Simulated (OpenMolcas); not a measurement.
A run on neutral scandium.

- Program: OpenMolcas
- Method: SS-CASPT2, IPEA 0.75 Eh, no level shift (closed shells correlated: 3s 3p)
- Basis: ANO-RCC-VDZP [5s4p2d1f]
- Scalar Hamiltonian: DKH2, point nucleus
- Active space: 3 electrons in 6 orbitals (3d 4s)
- State averaging: 2S+1 = 2 even, 29 roots (26 in the spin-orbit step); 2S+1 = 4 even, 10 roots kept (CI in the orbitals of an earlier block)
- Spin-orbit coupling: RASSI with atomic mean-field integrals over the reference wave functions, term energies averaged over their components

First CASPT2 step and the start of its output:

```
&CASPT2
Multistate=26 1 2 3 4 5 6 7 8 9 10 11 12 13 14 15 16 17 18 19 20 21 22
23 24 25 26
Frozen=2 3
IPEA=0.75
MaxIter=60
WThr=0.0 0.3 0.05
PrWF=0.5
NoMix
```

```
--- CASPT2 ---
Orbital specifications:
      -----------------------

      Symmetry species                           1   2
                                                ag  au
      Frozen orbitals                            2   3
      Inactive orbitals                          1   3
      Active orbitals                            6   0
      Secondary orbitals                         6  13
      Deleted orbitals                           0   0
      Number of basis functions                 15  19
Type of calculation                        MS-CASPT2
      Fock operator                              state-specific
      IPEA shift                                 0.75
      Real shift                                 0.00
      Imaginary shift                            0.00
      The input orbitals will be transformed to quasi-canonical
Reference energy:        -763.2614349751
      E2 (Non-variational):      -0.2651284275
      E2 (Variational):          -0.2651283492
      Total energy:            -763.5265633243
      Residual norm:              0.0000007773
      Reference weight:           0.92203
      Contributions to the CASPT2 correlation energy
      Active & Virtual Only:         -0.0287397124
      One Inactive Excited:          -0.0606977772
      Two Inactive Excited:          -0.1756909379
Reference energy:        -763.2614349751
      E2 (Non-variational):      -0.2650033673
      E2 (Variational):          -0.2650032898
      Total energy:            -763.5264382649
      Residual norm:              0.0000007730
      Reference weight:           0.92221
      Contributions to the CASPT2 correlation energy
      Active & Virtual Only:         -0.0286385924
      One Inactive Excited:          -0.0606745286
...
```

Over all roots the printed reference weights run from 0.46 to 0.95, and roots that are degenerate in the reference spread by up to 410 cm-1.

Task: Did the run give usable levels, and if not, why?

Result: No. The equations converged, but the reference weight falls to 0.46 for at least one root against 0.95 for the best. A drop of that size marks an intruder state, so the energies of such roots and the levels built on them can't be trusted.
